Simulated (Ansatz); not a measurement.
`c1cc2sc(-c3cc4sc(-c5cc6sc(-c7cc8sc(-c9cc%10sccc%10s9)cc8s7)cc6s5)cc4s3)cc2s1`. Charge 0, multiplicity 1. Geometry r2SCAN-D4/def2-SVP; atoms count from 1.

```xyz
52

C     5.425    0.907   13.308
C     5.016   -0.235   12.657
C     4.526    0.070   11.360
S     3.873   -0.849   10.044
C     3.681    0.604    9.064
C     3.135    0.519    7.734
C     2.573    1.543    6.978
C     2.160    1.086    5.709
S     1.400    1.814    4.329
C     1.395    0.276    3.464
C     0.851    0.201    2.138
C     0.276    1.216    1.378
C    -0.141    0.748    0.115
S    -0.898    1.467   -1.270
C    -0.894   -0.073   -2.129
C    -1.430   -0.174   -3.459
C    -1.331   -1.253   -4.334
C    -1.987   -0.995   -5.554
S    -2.230   -1.881   -7.027
C    -3.137   -0.543   -7.734
C    -3.666   -0.663   -9.066
C    -3.568   -1.737   -9.940
C    -4.223   -1.475  -11.166
S    -4.477   -2.355  -12.639
C    -5.370   -1.028  -13.321
C    -5.479    0.050  -12.472
C    -4.822   -0.208  -11.240
S    -4.573    0.676   -9.769
C    -3.236    0.534   -6.859
C    -2.588    0.273   -5.634
S    -2.347    1.157   -4.162
C    -0.321   -1.089   -1.367
C     0.104   -0.618   -0.109
S     0.868   -1.338    1.273
C     1.959   -0.746    4.223
C     2.388   -0.284    5.484
S     3.151   -1.012    6.860
C     4.096    1.744    9.741
C     4.566    1.437   11.039
S     5.221    2.352   12.361
H     5.843    0.985   14.312
H     5.070   -1.232   13.097
H     2.451    2.560    7.354
H     0.171    2.241    1.737
H    -0.790   -2.168   -4.092
H    -3.045   -2.662   -9.691
H    -5.772   -1.121  -14.330
H    -6.004    0.970  -12.730
H    -3.758    1.459   -7.112
H    -0.237   -2.119   -1.714
H     2.048   -1.774    3.865
H     4.081    2.740    9.294
```

Single mean-field runs in def2-SVP are fitted with def2-universal-jkfit.

Q: Estimate the Mulliken populations of the heavy atoms from the PBE0/def2-SVP orbitals of Ansatz.

A: 
```csv
atom,charge (e)
C1,-0.12
C2,0.01
C3,-0.08
S4,0.15
C5,-0.11
C6,-0.11
C7,-0.01
C8,-0.06
S9,0.14
C10,-0.10
C11,-0.09
C12,-0.03
C13,-0.06
S14,0.15
C15,-0.10
C16,-0.10
C17,-0.02
C18,-0.06
S19,0.14
C20,-0.09
C21,-0.10
C22,-0.03
C23,-0.09
S24,0.13
C25,-0.12
C26,0.00
C27,-0.07
S28,0.14
C29,-0.03
C30,-0.06
S31,0.15
C32,-0.02
C33,-0.06
S34,0.14
C35,-0.03
C36,-0.06
S37,0.16
C38,-0.01
C39,-0.09
S40,0.13
```
Mulliken values depend strongly on the basis.

Q: And the Mayer bond orders between heavy atoms (over 0.3, the first 40 of 49)?

A: C1–C2 1.57 (1.38 Å); C1–S40 1.15 (1.74 Å); C2–C3 1.27 (1.42 Å); C3–S4 1.08 (1.73 Å); C3–C39 1.40 (1.40 Å); S4–C5 1.10 (1.76 Å); C5–C6 1.15 (1.44 Å); C5–C38 1.53 (1.39 Å); C6–C7 1.51 (1.39 Å); C6–S37 1.10 (1.76 Å); C7–C8 1.29 (1.41 Å); C8–S9 1.07 (1.74 Å); C8–C36 1.40 (1.41 Å); S9–C10 1.10 (1.77 Å); C10–C11 1.21 (1.44 Å); C10–C35 1.49 (1.39 Å); C11–C12 1.49 (1.39 Å); C11–S34 1.10 (1.77 Å); C12–C13 1.30 (1.41 Å); C13–S14 1.08 (1.73 Å); C13–C33 1.39 (1.41 Å); S14–C15 1.10 (1.76 Å); C15–C16 1.17 (1.44 Å); C15–C32 1.50 (1.39 Å); C16–C17 1.51 (1.39 Å); C16–S31 1.10 (1.76 Å); C17–C18 1.29 (1.41 Å); C18–S19 1.07 (1.74 Å); C18–C30 1.40 (1.41 Å); S19–C20 1.10 (1.76 Å); C20–C21 1.20 (1.44 Å); C20–C29 1.49 (1.39 Å); C21–C22 1.50 (1.39 Å); C21–S28 1.10 (1.76 Å); C22–C23 1.29 (1.41 Å); C23–S24 1.09 (1.74 Å); C23–C27 1.41 (1.40 Å); S24–C25 1.15 (1.74 Å); C25–C26 1.57 (1.38 Å); C26–C27 1.27 (1.42 Å).
